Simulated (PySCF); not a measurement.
Isomers of C6H10O. Level of theory: TDDFT CAM-B3LYP/def2-SVPD, vertical, gas phase, core orbitals frozen in the response in PySCF 2.14.0, density-fitted response routines. Geometries: PBE0-D3(BJ)/def2-SVP; one conformer of each isolated species. Triplets are in the Tamm–Dancoff approximation.

Question: Rank by computed lowest singlet excitation energy, highest first.
A. `C=C/C=C\COC`
B. `CC[C@H]1CC=CO1`
C. `CC(=O)C=C(C)C`
D. `C=CCCC(C)=O`
E. `C1CC[C@H]2O[C@H]2C1`

Answer: E (7.64 eV), B (5.92 eV), A (5.53 eV), D (4.53 eV), C (3.88 eV).

```
             SMILES  S1 (eV)  first f ≥ 0.01 (nm)  α (au)  f (S1)  HOMO (eV)  S1 mainly
C1CC[C@H]2O[C@H]2C1     7.64                  162    69.3   0.027      -9.13  H→L (73%)
     CC[C@H]1CC=CO1     5.92                  209    73.0   0.013      -7.42  H→L (82%)
        C=C/C=C\COC     5.53                  224    86.4   0.631      -7.81  H→L (97%)
        C=CCCC(C)=O     4.53                  178    77.2   0.000      -8.62  H→L (59%)
      CC(=O)C=C(C)C     3.88                  219    80.1   0.000      -8.50  H→L (93%)
```

H and L stand for HOMO and LUMO.

- `C1CC[C@H]2O[C@H]2C1`: Löwdin shares by element: HOMO oxygen 62%, carbon 20% or more (atoms not listed hold the other 18%); LUMO carbon 26% or more, hydrogen 7% or more (atoms not listed hold the other 67%).
- `CC[C@H]1CC=CO1`: Löwdin shares by element: HOMO carbon 58% or more, oxygen 26% (atoms not listed hold the other 16%); LUMO carbon 37% or more (atoms not listed hold the other 63%).
- `C=C/C=C\COC`: Löwdin shares by element: HOMO carbon 80% or more (atoms not listed hold the other 20%); LUMO carbon 78% or more (atoms not listed hold the other 22%).
- `C=CCCC(C)=O`: Löwdin shares by element: HOMO carbon 44% or more, oxygen 31% (atoms not listed hold the other 25%); LUMO carbon 51% or more, oxygen 32% (atoms not listed hold the other 17%).
- `CC(=O)C=C(C)C`: Löwdin shares by element: HOMO oxygen 60%, carbon 29% or more; LUMO carbon 59% or more, oxygen 18% (atoms not listed hold the other 23%).
